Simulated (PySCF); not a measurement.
Computed properties of SnF4, SMILES [Sn]([F])([F])([F])[F]

SnF4, SMILES [F][Sn]([F])([F])[F]. Geometry optimised at PBE0-D3(BJ)/def2-SVP. The isomer is the one that the SMILES or the coordinates give; other isomers of the formula were not compared. The def2 effective core potentials stand for the cores of Sn; spin–orbit coupling is left out. The values are those of a single conformer. All values are computed for the isolated molecule unless a solvent is named; none is compared with measurement here.

**Structure.** The optimised structure has Td symmetry. All 9 harmonic modes at PBE0-D3(BJ)/def2-SVP (PySCF) are real, so it is a minimum. With heavy atoms numbered as in [F:1][Sn:2]([F:3])([F:4])[F:5], the shortest bond between them is F1–Sn2 at 1.902 Å and the longest Sn2–F5 at 1.902 Å.

**Vibrations.** The strongest infrared lines (harmonic, unscaled, degenerate partners summed) lie at 695 cm⁻¹ (192 km/mol, F 82 %, Sn 18 %), 183 cm⁻¹ (146 km/mol, F 79 %, Sn 21 %). The softest mode is at 136 cm⁻¹ and the zero-point energy is 5.1 kcal/mol.

**Electronic structure.** PBE0/def2-TZVP (PySCF) places the frontier levels at -12.39 and -3.94 eV, a gap of 8.45 eV, and gives a dipole moment of 0.00 D and a mean polarisability of 30.6 bohr³. PBE/def2-TZVP (PySCF) at the same geometry gives -10.22 and -4.91 eV, so its gap is 3.14 eV narrower. An orbital gap is neither the optical nor the fundamental gap.

**Excitations.** TDDFT-M06-2X/def2-SVPD (PySCF) has S1 at 7.45 eV (167 nm, f = 0.000, dark); the most intense of the 10 singlets computed lies at 7.85 eV (f = 0.34). Strengths of degenerate partners are summed. T1 (TDA) is at 7.01 eV. TDDFT-PBE/def2-SVPD (PySCF) puts S1 at 5.40 eV. No vertical singlet excitation falls in the visible range (under 3.1 eV).
